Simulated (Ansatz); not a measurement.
`C[NH][Zr]([Cl])([NH]C)[NH]C` + `C[N](C)[W](=[O])(=[O])[F]` → `C[NH][Zr]([NH]C)([NH]C)[N](C)C` + `[O]=[W](=[O])([F])[Cl]`  (redistribution)

Calculated with Ansatz (gas phase, PBE0-D4/def2-TZVP geometries, no zero-point term in ΔE). CCSD(T)/CBS is the MP2 limit (def2-TZVPP, def2-QZVPP) plus CCSD(T) − MP2 in def2-TZVPP, frozen cores. DFT in def2-TZVPP. B3LYP here is the variant with VWN-RPA as its local correlation; programs differ in this. HSE06 is defined as in plane-wave codes. def2 core potentials past Kr. For W, Zr outer-core shells are correlated without core-valence functions, which leaves a few kJ/mol of doubt a bond. Each species was taken in one conformer, which may not be the lowest.

**Question.** Is it downhill or uphill in electronic energy at CCSD(T)/CBS, and by how much? (Estimate.)

**Answer.** The calculation gave: Uphill: ΔE = +26.0 kcal/mol.

**Question.** What do these levels give: PBE-D4, BLYP-D4, ωB97X-V, B2PLYP, PBE, revPBE, B3LYP, HSE06, CAM-B3LYP, HF/def2-SVP, SCS-MP2/def2-QZVPP, MP2/CBS(def2)? (An estimate is asked.)

**Answer.** Computed: PBE-D4 23.9, BLYP-D4 24.4, ωB97X-V 26.2, B2PLYP 25.6, PBE 24.5, revPBE 24.2, B3LYP 26.4, HSE06 25.9, CAM-B3LYP 27.1, HF/def2-SVP 31.6, SCS-MP2/def2-QZVPP 24.7, MP2/CBS(def2) 24.6 kcal/mol.

Largest T1 diagnostic among the species: 0.022, so the coupled-cluster value is less sure than usual.

From BLYP to BHLYP (50 % exact exchange), in def2-TZVPP and without D4, ΔE moves by +2.7 kcal/mol. In def2-TZVPP, CCSD(T) changes the Hartree–Fock value by −3.9 kcal/mol (the triples alone add −0.8 kcal/mol) and MP2 by −5.3 kcal/mol. Leaving LDA and LC-ωPBE aside and taking each functional with its dispersion term where it has one, the values, not all of them listed here, spread over 4.2 kcal/mol, from revPBE-D4 to BHLYP-D4. LDA lies +0.9 kcal/mol from PBE without D4.
